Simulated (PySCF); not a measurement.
Atomic charges by several schemes

Species: C5H13NOSi.
Geometry (GFN2-xTB, Å), atoms numbered from 1 in this order:
```
atom  x, y, z in Å
C1     3.5696    0.3772    0.2208
C2     2.0992    0.6327    0.2119
C3     1.1654   -0.2410    0.5647
Si4   -0.6886    0.0584    0.5649
N5    -1.6604   -1.1124   -0.2547
C6    -1.7131   -2.5045    0.1223
O7    -0.8242    1.4854   -0.2046
C8    -1.9907    2.2157   -0.4247
H9     3.9839    0.5226   -0.7771
H10    3.7903   -0.6355    0.5511
H11    4.0673    1.0817    0.8875
H12    1.8001    1.6194   -0.1147
H13    1.4868   -1.2244    0.8920
H14   -1.2410    0.0954    1.9271
H15   -1.7634   -1.0001   -1.2535
H16   -1.6545   -2.5724    1.2058
H17   -0.8886   -3.0892   -0.3012
H18   -2.6549   -2.9489   -0.2064
H19   -1.7518    3.0379   -1.1016
H20   -2.7706    1.5946   -0.8709
H21   -2.3695    2.6245    0.5156
```

Density: PBE0/pcSseg-1 (PySCF); schemes: Mulliken, IAO, Hirshfeld and ESP-fitted. Geometry: GFN2-xTB, one conformer, isolated molecule.

Q: What partial charge does each atom carry?

A: In e:

```csv
atom,environment,Mulliken,IAO,Hirshfeld,ESP-fitted
C1,allylic carbon,-0.212,-0.426,-0.116,-0.370
C2,alkene CH carbon,-0.226,-0.093,-0.025,+0.157
C3,alkene CH carbon,-0.430,-0.494,-0.169,-0.605
Si4,oxygen-bound silicon,+1.083,+1.237,+0.423,+0.706
N5,silicon-bound nitrogen,-0.699,-0.697,-0.254,-0.614
C6,N-methyl carbon,-0.098,-0.295,-0.069,-0.233
O7,silyl ether oxygen,-0.647,-0.639,-0.220,-0.387
C8,methoxy carbon,-0.003,-0.194,-0.034,-0.096
H9,methyl hydrogen,+0.125,+0.152,+0.047,+0.114
H10,methyl hydrogen,+0.109,+0.142,+0.043,+0.106
H11,methyl hydrogen,+0.126,+0.152,+0.047,+0.112
H12,vinylic hydrogen,+0.105,+0.146,+0.039,+0.075
H13,vinylic hydrogen,+0.104,+0.135,+0.030,+0.230
H14,Si–H hydrogen,-0.151,-0.186,-0.098,-0.122
H15,N–H hydrogen,+0.190,+0.252,+0.111,+0.358
H16,methyl hydrogen,+0.108,+0.141,+0.044,+0.127
H17,methyl hydrogen,+0.101,+0.120,+0.032,+0.100
H18,methyl hydrogen,+0.111,+0.140,+0.041,+0.102
H19,methyl hydrogen,+0.113,+0.149,+0.046,+0.103
H20,methyl hydrogen,+0.092,+0.128,+0.039,+0.048
H21,methyl hydrogen,+0.097,+0.130,+0.041,+0.088
```

Mean size of the charges over all atoms: IAO 0.288 e, Mulliken 0.235 e, ESP-fitted 0.231 e, Hirshfeld 0.094 e. Each set sums to the total charge, 0, to within 0.001 e. The Hirshfeld scheme weights the molecular density at each point by an atom's share of the summed free-atom densities. The Mulliken scheme counts on each atom the diagonal of the density matrix times the overlap matrix over that atom's basis functions.

Lowest charge. All schemes agree: Mulliken N5 (-0.699); IAO N5 (-0.697); Hirshfeld N5 (-0.254); ESP-fitted N5 (-0.614).

Highest charge. All schemes agree: Mulliken Si4 (+1.083); IAO Si4 (+1.237); Hirshfeld Si4 (+0.423); ESP-fitted Si4 (+0.706).

Q: How closely do the schemes follow one another over all atoms?

A: Correlation coefficient and root-mean-square difference: IAO with Hirshfeld 0.99, 0.263 e; Mulliken with Hirshfeld 0.99, 0.218 e; Mulliken with IAO 0.98, 0.093 e; IAO with ESP-fitted 0.94, 0.153 e; Hirshfeld with ESP-fitted 0.94, 0.182 e; Mulliken with ESP-fitted 0.90, 0.153 e.

Q: How many electrons does the Mulliken scheme count on N5?

A: Z − q = 7 − (-0.699) = 7.699.
